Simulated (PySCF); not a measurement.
GeOCl2, SMILES [O]=[Ge]([Cl])[Cl]. Heavy atoms are numbered as in [Ge:1](=[O:2])([Cl:3])[Cl:4].

Geometry: PBE0-D3(BJ)/def2-SVP.

Calculation: PBE/pcSseg-2 run with PySCF.

GIAO shieldings, no solvent; atoms alike by connectivity are averaged. δ = σ(ref) − σ: ⁷³Ge against GeH4 (σ = 1621.0 ppm); ¹⁷O against H2O (σ = 327.5 ppm); ³⁵Cl against HCl (σ = 936.5 ppm), references at their B3LYP-D3(BJ)/def2-TZVP geometries, non-relativistic (without spin–orbit terms, shifts of atoms bonded to Cl or Br come out too high).

Computed chemical shifts:
```tsv
nucleus	atoms	count	δ (ppm)
⁷³Ge	Ge1	1	364.2
¹⁷O	O2	1	511.6
³⁵Cl	Cl3	2	337.4
```
